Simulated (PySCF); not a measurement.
MoF3, SMILES [F][Mo]([F])[F] (connectivity only; charge and spin as stated), neutral, multiplicity 4. Atoms are numbered in the order given.

```xyz
4

Mo     0.0000     0.0000     0.0000
F      1.8625     0.0000     0.0000
F     -0.9313    -1.6130     0.0000
F     -0.9313     1.6130     0.0000
```
Charge 0, spin multiplicity 4.

Geometry optimised at B3LYP-D3(BJ)/def2-TZVP. The multiplicity is an assumed one; other spin states were not compared. The def2 effective core potentials stand for the cores of Mo; spin–orbit coupling is left out.

Calculation: PBE/def2-TZVPD (PySCF).

```
Item                                                                                                            Result
---------------------------------------------------------------------------------------------  -----------------------
total energy                                                                                        -367.74321 hartree
point group                                                                                                        D3h
α spin, highest occupied and lowest empty level                                                     -5.51 and -3.26 eV
β spin, highest occupied and lowest empty level                                                    -10.11 and -3.79 eV
dipole moment                                                                                                   0.00 D
quadrupole, principal values (traceless, Buckingham form, about the centre of nuclear charge)   -2.99, -2.99, 5.99 D·Å
mean static polarisability                                                                        41.0 bohr³ (6.07 Å³)
polarisability, principal values                                                                38.6, 42.1, 42.1 bohr³
⟨S²⟩                                                                                           3.757 (pure state 3.75)
```
